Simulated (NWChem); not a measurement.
## Correlation energy of stibine (H$_{3}$Sb)

SMILES: [SbH3]
```xyz
4

Sb     0.0006     0.0541     0.0000
H     -0.7203    -0.9130     1.2313
H     -0.7203    -0.9130    -1.2313
H      1.4123    -0.9348     0.0000
```
Charge 0, spin multiplicity 1.

Everything below was run with NWChem. Structure: optimised with B3LYP/def2-SVP with def2 effective core potentials on Sb, a minimum by its harmonic frequencies.

Basis set: def2-TZVP. Each correlation energy counts from its own Hartree-Fock reference.

Effective core potentials replace the inner electrons of Sb; spin-orbit coupling is left out. The correlated methods keep 4 core orbitals frozen. No row is a measurement; the coupled-cluster row has its own basis-set and correlation limits.

```json
[
 {"method": "MP2", "correlation energy (mHa)": "…"},
 {"method": "SCS-MP2", "correlation energy (mHa)": "-332.1"},
 {"method": "CR-CCSD[T]", "correlation energy (mHa)": "…"},
 {"method": "CR-CCSD(T)", "correlation energy (mHa)": "…"},
 {"method": "CCSD", "correlation energy (mHa)": "-367.9"},
 {"method": "CCSD+T(CCSD)", "correlation energy (mHa)": "-377.9"},
 {"method": "CCSD(T)", "correlation energy (mHa)": "-377.2"}
]
```

Q: Complete the blanks.

A: 
- MP2, correlation energy (mHa): -356.1
- CR-CCSD[T], correlation energy (mHa): -376.0
- CR-CCSD(T), correlation energy (mHa): -375.4
